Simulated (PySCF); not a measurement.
Compound: CH4NOSi (doublet state).
SMILES with atom numbers: `[NH2:1][C:2](=[O:3])[SiH2:4]` (hydrogens: H5, H6 on N1; H7, H8 on Si4)

Structure used (GFN2-xTB), in Å, numbered top down from 1:
```xyz
8
CH4NOSi angstrom
N      1.2838   -0.4455   -0.1839
C      0.3651    0.5370    0.0336
O      0.7053    1.6906    0.2575
Si    -1.4459    0.0878   -0.0995
H      2.2628   -0.2211   -0.1035
H      1.0168   -1.4055   -0.3003
H     -1.7903   -1.3212    0.0244
H     -2.3887    1.0873    0.3472
```

The hyperfine couplings belong to this conformer and change with its torsions.

The calculation used UKS B3LYP, pcH-1 on C H N O Si, non-relativistic, mean-field spin-orbit, GIAO (PySCF). The structure is a single GFN2-xTB conformer in the gas phase; no vibrational or solvent corrections. The geometry wasn't refined by DFT: couplings that depend on bond lengths, twists or pyramidal angles can differ widely from those at the functional's own minimum, by a factor of two or more for some ions and for spin on atoms past the first row. No stability test was run, so a lower SCF solution isn't excluded.

Computed for the main isotopes (class means, splittings of 0.05 mT or more): g = 2.0035; H7/H8 1H -21.3 MHz (0.76 mT); H5 1H -3.8 MHz (0.14 mT); H6 1H -2.0 MHz (0.07 mT); 12 first-order lines, 1.73 mT wide.

(1) What changes when 1H at H7/H8 is replaced by 2H at both sites?

(2) Where do the 29Si satellites of Si4 appear, and how strong are they?

(3) Give position and intensity of the satellites from 13C at C2.

Answers

(1) The spin density stays the same (vibrational effects aside), so a scales with the nuclear g factor: 0.85744/5.58569 = 0.1535, so a goes from -21.3 to -3.3 MHz (0.117 mT). The spin goes from 1/2 to 1, so the 1:2:1 triplet becomes a 1:2:3:2:1 quintet. The spectrum then has 20 first-order lines over 0.67 mT.

Lines, offset from centre (mT) (relative intensity): -0.34 (1), -0.27 (1), -0.22 (2), -0.20 (1), -0.15 (2), -0.13 (1), -0.10 (3), -0.08 (2), -0.03 (3), -0.01 (2), +0.01 (2), +0.03 (3), +0.08 (2), +0.10 (3), +0.13 (1), +0.15 (2), +0.20 (1), +0.22 (2), +0.27 (1), +0.34 (1)

(2) a = -244.3 MHz, or 8.71 mT in magnitude, and I = 1/2, so to first order each main line has two satellites, at ±4.36 mT. The isotope's abundance is about 4.7 %, shared among 2 lines, so each has 2.5 % of the main line's intensity. At 340 mT second-order shifts move them to lower field by up to 0.06 mT.

(3) a = -10.5 MHz, or 0.37 mT in magnitude, and I = 1/2, so to first order each main line has two satellites, at ±0.19 mT. The isotope's abundance is about 1.07 %, shared among 2 lines, so each has 0.54 % of the main line's intensity.

H5 and H6 aren't averaged: N1 is flat or nearly so (angle sum 359°), and its turn about the short N1–C2 bond (1.36 Å) is taken as slow.
